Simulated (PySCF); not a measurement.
Electronic structure of Ir³⁺ (iridium, charge +3) at the CAM-B3LYP level

Configuration: [Xe] 4f14 5d6, high-spin 5D determinant. All numbers are calculated (PySCF 2.14, a scalar-relativistic core potential, in aug-cc-pVDZ-PP with ECP60MDF).

```
Total energy                                                  : -102.3042 hartree
One-electron energy                                           : -161.3524 hartree
Hartree (Coulomb) energy                                      : 68.5842 hartree
Exchange-correlation energy                                   : -9.5359 hartree
⟨S²⟩                                                          : 6.0008
⟨L²⟩                                                          : 6.019
Sum of ⟨r⟩                                                    : 18.30 bohr
Sum of ⟨r²⟩                                                   : 27.65 bohr²
Traceless quadrupole moment −½Σ⟨3z² − r²⟩ along its main axis : 0.683 e·bohr²
```

```tsv
shell	electrons	mean orbital energy (eV)	spread (eV)	rms radius, mean of both spins (bohr)
5s α	1	-136.10	0	1.05
5s β	1	-132.78	0	1.05
5p α	3	-92.627	1.421	1.21
5p β	3	-88.481	0.275	1.21
5d α	5	-41.390	1.604	1.67
5d β	1	-38.482	0	1.67
```

Energies and moments cover only the electrons outside the core potential. Spin-orbit coupling, absent here, splits the open shell strongly.
